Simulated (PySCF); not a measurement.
Gas-phase reaction: 2 As + 3 H2 ⇌ 2 AsH3

Method: PySCF energies plus ideal-gas RRHO corrections (1 bar). † marks an energy on the PBE0/def2-TZVP geometry and frequencies; other levels use their own. CCSD(T) freezes the core. 6-31G* has spherical d functions here. Open shells (unrestricted): As (multiplicity 4); the rest are closed-shell singlets. B3LYP is the form with VWN-RPA correlation. As: all electrons, no relativistic terms. CCSD(T) isn't extrapolated to the basis-set limit; its ΔH°(298 K) is -383.1 kJ in def2-SVP and -429.0 kJ in def2-TZVPP. The harmonic model lacks anharmonicity and excited electronic states, which grow with temperature; levels with a mode under 35 cm⁻¹ are left out.

ΔH° and ΔS° at 298 K: B3LYP/6-31G* -449 kJ, -294 J/K; B3LYP/def2-TZVP† -466 kJ, -294 J/K; BLYP/def2-TZVP† -466 kJ, -294 J/K; CCSD(T)/def2-SVP† -383 kJ, -294 J/K; HF/6-31G* -169 kJ, -294 J/K.

Problem. With the heat capacities included, give log10 K (1 bar) at 500, 600, 1000, 1200, 1600 K from B3LYP/6-31G*, B3LYP/def2-TZVP†, BLYP/def2-TZVP†, CCSD(T)/def2-SVP†, HF/6-31G*.

Solution. 
| T (K) | B3LYP/6-31G* | B3LYP/def2-TZVP† | BLYP/def2-TZVP† | CCSD(T)/def2-SVP† | HF/6-31G* |
|---|---|---|---|---|---|
| 500 | 31.3 | 33.0 | 33.1 | 24.4 | 1.9 |
| 600 | 23.3 | 24.8 | 24.8 | 17.5 | -1.2 |
| 1000 | 7.2 | 8.1 | 8.1 | 3.7 | -7.6 |
| 1200 | 3.1 | 3.9 | 3.9 | 0.3 | -9.2 |
| 1600 | -1.9 | -1.3 | -1.3 | -4.0 | -11.2 |
